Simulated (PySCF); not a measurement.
# Input and output

[WO2(H2O)2]2+ (singlet). PySCF 2.14.0, RKS B3LYP, W def2-SVP with ECP60, O def2-SVP, H def2-SVP; non-relativistic Hamiltonian with scalar-relativistic core potentials where named; density fitting; no spin-orbit coupling. Purpose: singlet excitations, Tamm-Dancoff B3LYP.

```python
mol = gto.M(atom='''
W     -0.00000     0.00000    -0.38286
O      0.91429     0.95141     0.64552
O     -0.91429    -0.95141     0.64552
O      1.40036    -1.34313    -1.10782
H      1.26629    -2.31652    -1.21208
H      2.37050    -1.17256    -1.19302
O     -1.40036     1.34313    -1.10782
H     -1.26629     2.31652    -1.21208
H     -2.37050     1.17256    -1.19302''',
    basis={'W': 'def2-SVP', 'O': 'def2-SVP', 'H': 'def2-SVP'},
    ecp={'W': 'def2-SVP'},
    charge=2, spin=0)
mf = dft.RKS(mol, xc='B3LYP')
mf.grids.atom_grid = (50, 194)
mf = mf.density_fit()  # fitting sets: W def2-universal-JKFIT, O def2-universal-JKFIT, H def2-universal-JKFIT
mf.conv_tol = 1e-08; mf.max_cycle = 55
mf.kernel(dm0)  # dm0: converged density of the relaxed state
td = mf.TDA(); td.nstates = 8; td.kernel()
```

Run from Python with OMP_NUM_THREADS=2; the lines above give its settings. Where DIIS fails, smearing, a level shift and second-order steps follow.
It took 35 s on 2 threads of Arm Neoverse V1, on a shared host, from an already converged density.

**Question.** Where do the frontier levels lie, over both spins?

**Answer.** HOMO -19.87 eV, LUMO -13.59 eV. 

**Question.** What are the Mulliken charges and spins?

**Answer.** 
```json
{"atom": "W1", "charge (e)": "1.428", "spin (e)": "0.000"}
{"atom": "O2", "charge (e)": "-0.108", "spin (e)": "0.000"}
{"atom": "O3", "charge (e)": "-0.108", "spin (e)": "0.000"}
{"atom": "O4", "charge (e)": "-0.275", "spin (e)": "0.000"}
{"atom": "H5", "charge (e)": "0.334", "spin (e)": "0.000"}
{"atom": "H6", "charge (e)": "0.335", "spin (e)": "0.000"}
{"atom": "O7", "charge (e)": "-0.275", "spin (e)": "0.000"}
{"atom": "H8", "charge (e)": "0.334", "spin (e)": "0.000"}
{"atom": "H9", "charge (e)": "0.335", "spin (e)": "0.000"}
```

**Question.** Which singlet excitations follow (Tamm-Dancoff, 8 states)?

**Answer.** 
```json
{"state": "1", "eV": "4.57", "oscillator strength": "0.0009"}
{"state": "2", "eV": "4.78", "oscillator strength": "0.0000"}
{"state": "3", "eV": "5.02", "oscillator strength": "0.0064"}
{"state": "4", "eV": "6.05", "oscillator strength": "0.0000"}
{"state": "5", "eV": "6.12", "oscillator strength": "0.0117"}
{"state": "6", "eV": "6.20", "oscillator strength": "0.0009"}
{"state": "7", "eV": "6.24", "oscillator strength": "0.0008"}
{"state": "8", "eV": "6.46", "oscillator strength": "0.0011"}
```
Functionals without range separation put charge-transfer states too low; the basis has no diffuse functions.

The geometry was relaxed with r2SCAN (W def2-SVP with ECP60, O def2-SVP, H def2-SVP).
